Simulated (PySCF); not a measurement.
## J couplings in C5H9NO

Molfile (atoms numbered from 1):
```
C5H9NO
     RDKit          3D

 16 15  0  0  0  0  0  0  0  0999 V2000
    2.8616   -0.8281   -0.0749 C   0  0  0  0  0  0  0  0  0  0  0  0
    1.5457   -0.7654   -0.2879 C   0  0  0  0  0  0  0  0  0  0  0  0
    0.6892    0.0292    0.6463 C   0  0  0  0  0  0  0  0  0  0  0  0
    1.1931    0.6954    1.5360 O   0  0  0  0  0  0  0  0  0  0  0  0
   -0.6678   -0.0134    0.4525 N   0  0  0  0  0  0  0  0  0  0  0  0
   -1.3437   -0.8119   -0.5395 C   0  0  0  0  0  0  0  0  0  0  0  0
   -1.5028    0.8448    1.2569 C   0  0  0  0  0  0  0  0  0  0  0  0
    3.2892   -0.3077    0.7869 H   0  0  0  0  0  0  0  0  0  0  0  0
    3.5256   -1.3810   -0.7433 H   0  0  0  0  0  0  0  0  0  0  0  0
    1.1083   -1.2671   -1.1528 H   0  0  0  0  0  0  0  0  0  0  0  0
   -1.5057   -0.2683   -1.4887 H   0  0  0  0  0  0  0  0  0  0  0  0
   -0.8005   -1.7395   -0.7549 H   0  0  0  0  0  0  0  0  0  0  0  0
   -2.3312   -1.1044   -0.1514 H   0  0  0  0  0  0  0  0  0  0  0  0
   -2.0820    1.5372    0.6216 H   0  0  0  0  0  0  0  0  0  0  0  0
   -2.2140    0.2541    1.8596 H   0  0  0  0  0  0  0  0  0  0  0  0
   -0.8563    1.4216    1.9281 H   0  0  0  0  0  0  0  0  0  0  0  0
  1  2  2  0
  2  3  1  0
  3  4  2  0
  3  5  1  0
  5  6  1  0
  5  7  1  0
  1  8  1  0
  1  9  1  0
  2 10  1  0
  6 11  1  0
  6 12  1  0
  6 13  1  0
  7 14  1  0
  7 15  1  0
  7 16  1  0
M  END
```

Couplings: B3LYP/pcJ-1 (spin–dipole term only in couplings to heteroatoms) in PySCF, geometry PBE0-D3(BJ)/def2-SVP; gas phase, one conformer, non-relativistic. Couplings are averaged over pairs made equivalent by symmetry, fast rotation or ring inversion, so a value needn't be that of the named pair in this geometry, while other rotamers aren't included; one pair stands for each set, and the list holds a selection of those of at least 1.5 Hz over up to four bonds, among pairs with at least one C or N or H atom (others weren't computed).

Isotopes: ¹³C, ¹H, ¹⁷O, ¹⁵N. Couplings to quadrupolar nuclei such as 17O and 33S are rarely resolved in practice.

| pair | bonds | J (Hz) |
| --- | --- | --- |
| C1, C2 | 1 | 77.7 |
| C1, H8 | 1 | ? |
| C1, H9 | 1 | 168.2 |
| C2, C3 | 1 | ? |
| C2, H10 | 1 | 163.3 |
| C3, O4 | 1 | ? |
| C3, N5 | 1 | -17.4 |
| N5, C6 | 1 | ? |
| N5, C7 | 1 | -14.2 |
| C6, H11 | 1 | 141.6 |
| C7, H14 | 1 | ? |
| C2, N5 | 2 | -9.9 |
| C2, H8 | 2 | -4.4 |
| C2, H9 | 2 | ? |
| C6, C7 | 2 | 2.7 |
| H8, H9 | 2 | 3.7 |
| H11, H12 | 2 | -14.0 |
| C1, O4 | 3 | -2.5 |
| C3, H8 | 3 | 7.1 |
| C3, H9 | 3 | ? |
| C3, H14 | 3 | 2.9 |
| O4, C7 | 3 | -2.1 |
| O4, H10 | 3 | -1.5 |
| C6, H14 | 3 | ? |
| C7, H11 | 3 | 3.6 |
| H9, H10 | 3 | 11.0 |

**Question.** Estimate the withheld couplings, with signs.

**Answer.** 
- ¹J(C1,H8) = 173.6 Hz (bond length 1.094 Å, sp2 carbon)
- ¹J(C2,C3) = 70.1 Hz (bond length 1.496 Å)
- ¹J(C3,O4) = 28.5 Hz (bond length 1.220 Å)
- ¹J(N5,C6) = -13.3 Hz (bond length 1.442 Å)
- ¹J(C7,H14) = 143.5 Hz (bond length 1.104 Å, sp3 carbon)
- ²J(C2,H9) = 1.5 Hz (angle at C1 122°)
- ³J(C3,H9) = 12.1 Hz (dihedral angle 179°)
- ³J(C6,H14) = 4.3 Hz (mean over equivalent pairs that range from 1.3 to 9.7 Hz in this conformer)
